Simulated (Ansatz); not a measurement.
Computed with Ansatz on PBE0-D4/def2-TZVP structures; ΔE is electronic, products minus reactants. CCSD(T)/CBS is the MP2 limit (def2-TZVPP, def2-QZVPP) plus CCSD(T) − MP2 in def2-TZVPP, frozen cores. This one scheme is used for every species. DFT in def2-TZVPP. For Se outer-core shells are correlated without core-valence functions, which leaves a few kJ/mol of doubt a bond. Scalar relativity is left out up to krypton. One conformer a species, not always the lowest.

`Cl[SiH2][SeH]` + `N[SiH3]` → `N[SiH2][SiH2][SeH]` + HCl  (formal exchange of groups at the Si–Cl bond)

Task: Is it downhill or uphill in electronic energy at CCSD(T)/CBS, and by how much? (Best estimate.)

Result: Ansatz gave: Uphill: ΔE = +21.0 kcal/mol.

Task: What do these levels give: PBE-D4, r2SCAN-D4, PBE0-D4, ωB97X-V, ωB97M-V, B2PLYP, r2SCAN, HF/def2-TZVPP, MP2/def2-TZVPP, SCS-MP2/def2-TZVPP, MP2/def2-QZVPP, SCS-MP2/def2-QZVPP? (Best estimate.)

Result: The calculation gave: PBE-D4 17.0, r2SCAN-D4 20.5, PBE0-D4 18.4, ωB97X-V 21.0, ωB97M-V 22.2, B2PLYP 22.5, r2SCAN 20.9, HF/def2-TZVPP 26.5, MP2/def2-TZVPP 22.6, SCS-MP2/def2-TZVPP 23.2, MP2/def2-QZVPP 23.0, SCS-MP2/def2-QZVPP 23.6 kcal/mol.

Largest T1 diagnostic among the species: 0.010.

The D4 term adds −2.0 kcal/mol with B3LYP and −1.2 kcal/mol with PBE0; it sums over pairs of atoms, weighted by their polarisabilities, and B3LYP, whose exchange is more repulsive, gets the larger term. From PBE to PBE0 (25 % exact exchange), in def2-TZVPP and without D4, ΔE moves by +1.3 kcal/mol.

B3LYP here is the variant with VWN-RPA as its local correlation; programs differ in this.
